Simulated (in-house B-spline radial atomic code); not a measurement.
Successive ionisation energies of thulium; each step leads to the configuration of the next row (after the last: [He] 2s2 2p6). Dirac energy differences include first-order Breit, QED and recoil terms. NIST's values go from ground level to ground level; the uncertainty of those that are theory runs from under 0.1 % in few-electron ions to several per cent in heavy many-electron ones. Computed with an all-electron radial atomic-structure program (B-spline basis): Dirac-Hartree-Fock, average of the configuration, finite nuclei.

| ion | configuration | ionisation energy (eV) | tabulated value (eV) | computed minus tabulated (eV) | highest orbital | largest mean radius (bohr) |
| --- | --- | --- | --- | --- | --- | --- |
| Tm49+ | [Ar] 3d2 | 4297.4 | 4335 | -38 | 3d5/2 | 0.20735 |
| Tm50+ | [Ar] 3d1 | 4426.9 | 4461 | -34 | 3d5/2 | 0.20611 |
| Tm51+ | [Ne] 3s2 3p6 | 4895.2 | 4812 | 83 | 3p3/2 | 0.20505 |
| Tm52+ | [Ne] 3s2 3p5 | 5010.4 | 4922 | 88 | 3p3/2 | 0.20422 |
| Tm53+ | [Ne] 3s2 3p4 | 5126.5 | 5044 | 83 | 3p3/2 | 0.20339 |
| Tm54+ | [Ne] 3s2 3p3 | 5243.6 | 5157 | 87 | 3p3/2 | 0.20257 |
| Tm55+ | [Ne] 3s2 3p2 | 5361.6 | 5527 | -165 | 3p3/2 | 0.20175 |
| Tm56+ | [Ne] 3s2 3p1 | 5480.5 | 5656 | -175 | 3p3/2 | 0.20094 |
| Tm57+ | [Ne] 3s2 | 5900.9 | 5901 | 0 | 3s1/2 | 0.20014 |
| Tm58+ | [Ne] 3s1 | 6023.1 | 6023 | 0 | 3s1/2 | 0.19922 |

Where a p, d or f electron is removed, the computed value is a mean over both j, so it misses the tabulated one by a part of the spin-orbit splitting; averaging over terms and missing correlation add to the gap, relatively most at low charge.
